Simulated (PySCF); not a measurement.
One formula, C6H13P, several structures.

PySCF, CAM-B3LYP/def2-SVPD, density fitting, gas phase; each molecule at its own GFN2-xTB geometry, one conformer. Singlet excitations by full TDDFT with frozen cores and triplets by Tamm–Dancoff TDDFT. 

Torsions of the conformers computed, which needn't be the lowest (atom-mapped SMILES):
- `[H]/[P:3]=[C:2](\[CH3:1])[C:4]([CH3:5])([CH3:6])[CH3:7]`: C1–C2–C4–C5 -76°
- `[CH3:1]/[CH:2]=[P:3]/[C@H:4]([CH3:5])[CH2:6][CH3:7]`: C2–P3–C4–C5 64°, P3–C4–C6–C7 -61°
- `[CH2:1]=[P:2][C:3]([CH3:4])([CH3:5])[CH2:6][CH3:7]`: C1–P2–C3–C4 -112°, P2–C3–C6–C7 -66°
- `[CH2:1]=[C:2]([CH3:3])[P:4](=[CH2:5])([CH3:6])[CH3:7]`: C1–C2–P4–C5 -97°

The conformers of `CP1CCCCC1` and `CPC1CCCC1` aren't listed.

Reference: `CP1CCCCC1`, with HOMO energy -7.74 eV, LUMO energy 1.46 eV, lowest singlet excitation 6.47 eV, lowest triplet excitation 5.46 eV and mean polarisability 94.4 au.

Changes against it:

```
        molecule  Δ electronic energy (kcal/mol)  Δ HOMO energy (eV)  Δ LUMO energy (eV)  Δ lowest singlet excitation (eV)  Δ lowest triplet excitation (eV)  Δ mean polarisability (au)
C/C=P/[C@H](C)CC                           +26.0               -0.32               -1.62                             -1.98                             -2.76                        +5.8
    C=PC(C)(C)CC                           +28.1               -0.73               -1.69                             -2.00                             -2.46                        +3.8
 C=C(C)P(=C)(C)C                           +56.6               +1.37               -0.77                             -2.15                             -1.90                        +8.5
```

Rows whose labels were lost:

```
row  Δ electronic energy (kcal/mol)  Δ HOMO energy (eV)  Δ LUMO energy (eV)  Δ lowest singlet excitation (eV)  Δ lowest triplet excitation (eV)  Δ mean polarisability (au)
  P                            +8.0               -0.33               -0.20                             -0.05                             -0.05                        +0.3
  Q                           +25.0               -0.31               -1.60                             -1.70                             -2.73                        +4.4
```

Which row belongs to which of `[H]/P=C(\C)C(C)(C)C` and `CPC1CCCC1`?

P = `CPC1CCCC1` and Q = `[H]/P=C(\C)C(C)(C)C`. P and Q are told apart most clearly by the lowest triplet excitation (-0.05 against -2.73 eV); Q comes close to the labelled row of `C/C=P/[C@H](C)CC` in every column.

Which row has the smallest HOMO–LUMO gap and which the largest, and does the HOMO or the LUMO shift more there?

Smallest, counted from the reference: `C=C(C)P(=C)(C)C`, -2.14 eV (HOMO +1.37, LUMO -0.77), the larger shift being that of the HOMO. Largest: P, +0.13 eV (HOMO -0.33, LUMO -0.20), the larger shift being that of the HOMO.
